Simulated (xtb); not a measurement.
C2H6FGaO, SMILES [CH2](C)[Ga]([F])[OH]. All values are semi-empirical tight-binding results from xtb (GFN2-xTB unless named), good for trends rather than for accurate numbers. Coordinates come from a GFN2-xTB optimisation. The structure was generated by enumeration; whether it is a known compound was not checked. The values are those of a single conformer.

Optimised geometry:

```xyz
11

Ga     0.1175     0.1993     0.3131
F      0.9732     0.1352     1.8471
C     -0.1414    -1.5228    -0.7847
C     -0.8180    -1.2530    -2.1174
H     -0.7275    -2.2046    -0.1678
H      0.8484    -1.9609    -0.9153
H     -0.2196    -0.5810    -2.7325
H     -1.8004    -0.8024    -1.9748
H     -0.9489    -2.1882    -2.6619
O     -0.3686     1.8418     0.0272
H     -0.8481     2.2613    -0.6818
```

For metal compounds this method's bond lengths and energies can be far off.

- orbital gap: 4.14 eV
- zero-point energy: 47.7 kcal/mol
- G − E(el) at 298.15 K (modified RRHO): 26.6 kcal/mol

Computed atomic charges and the Wiberg bond orders between heavy atoms:
charges (e) Ga1 0.21, F2 -0.26, C3 -0.06, C4 -0.10, H5 0.08, H6 0.08, H7 0.06, H8 0.06, H9 0.06, O10 -0.44, H11 0.32. Bond orders Ga1–F2 1.11, Ga1–C3 0.82, C3–C4 1.02, Ga1–O10 1.23.
